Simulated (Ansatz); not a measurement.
VCl₂O₃H₄⁻, that is V(H2O)2OCl2 with one electron more. The state is a triplet with charge -1. Geometry PBE0-D4/def2-SVP, that of the neutral doublet; atoms count from 1.

| atom | x (Å) | y (Å) | z (Å) |
| --- | --- | --- | --- |
| V1 | 0.0081 | 0.1535 | -0.1288 |
| O2 | 1.0830 | 0.8301 | 1.4849 |
| H3 | 0.7320 | 1.5711 | 1.9949 |
| H4 | 2.0386 | 0.9108 | 1.3672 |
| O5 | -1.1053 | -1.2489 | -1.1339 |
| H6 | -0.7353 | -1.6454 | -1.9328 |
| H7 | -2.0466 | -1.0603 | -1.2431 |
| O8 | 0.0711 | 1.3343 | -1.1184 |
| Cl9 | -1.8269 | 0.3807 | 1.1961 |
| Cl10 | 1.7813 | -1.2260 | -0.4860 |

The highest occupied level of the charge -1 triplet lies above zero (up to 1.20 eV). By energy differences its removal costs 0.16 eV (vertical, to the charge 0 doublet, at PBE0-D4/def2-TZVPD), and other spins of that charge weren't run; a positive level beside a positive removal energy at the same level points to self-interaction error.

Question: Estimate the Mulliken populations from the PBE0/def2-TZVPD orbitals of Ansatz.

Answer: 
```tsv
atom	charge (e)	spin (α − β)	d electrons
V1	0.24	2.56	3.36
O2	-0.22	-0.20	–
H3	0.25	0.07	–
H4	0.26	0.06	–
O5	-0.22	-0.20	–
H6	0.25	0.07	–
H7	0.26	0.06	–
O8	-0.69	-0.24	–
Cl9	-0.55	-0.09	–
Cl10	-0.55	-0.09	–
```
Mulliken values and Mayer orders depend strongly on the basis. With diffuse functions, as here, like atoms can get unlike values, and bond orders can come out too low or too high.

Question: Where does the spin sit?

Answer: Summed by element: V 2.56, O -0.64, H 0.27, Cl -0.19, of 2 unpaired in all. Largest on single atoms: V1 2.56, O8 -0.24, O5 -0.20.

Question: And the Mayer bond orders between bonded heavy atoms (over 0.3)?

Answer: V1–O8 1.87 (1.54 Å); V1–Cl9 0.47 (2.27 Å); V1–Cl10 0.47 (2.27 Å).
